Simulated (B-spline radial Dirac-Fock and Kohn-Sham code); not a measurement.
**Photoemission from Mg at 1580 eV, detector at θ = 45°, φ = 0°**

System: neutral magnesium, configuration 1s2 2s2 2p6 3s2. Level of theory: Dirac-Hartree-Slater photoionisation with a Latter tail; cross sections with all multipoles, angular parameters from the dipole term and its interference with E2; an atomic code on a B-spline grid. Thresholds are tabulated edges, those marked * orbital energies of the model. For linearly polarised light dσ/dΩ = σ/(4π) [1 + β P₂(cos θ) + (δ + γ cos²θ) sin θ cos φ], with θ from the polarisation vector and φ the angle between the beam and the projection of the electron momentum on the plane normal to the polarisation. The dipole factor is 1 + βP₂ and the non-dipole term is the rest of the bracket. Open shells are filled statistically over j.

```csv
subshell,threshold (eV),σ (kb),β,γ,δ,dipole factor,non-dipole term,dσ/dΩ (kb/sr)
1s,1303.0,134,2.00,0.15,0.000,1.500,+0.055,16.5
2s,88.60,6.78,2.00,0.53,0.000,1.500,+0.188,0.910
2p1/2,55.45*,1.25,0.85,0.57,0.078,1.212,+0.257,0.146
2p3/2,55.13*,2.45,0.85,0.57,0.078,1.212,+0.257,0.287
3s,6.60*,0.310,2.00,0.55,0.000,1.500,+0.194,0.0418
```

Values without a named source are computed, but for edge energies of neutral atoms, which are taken from tables.
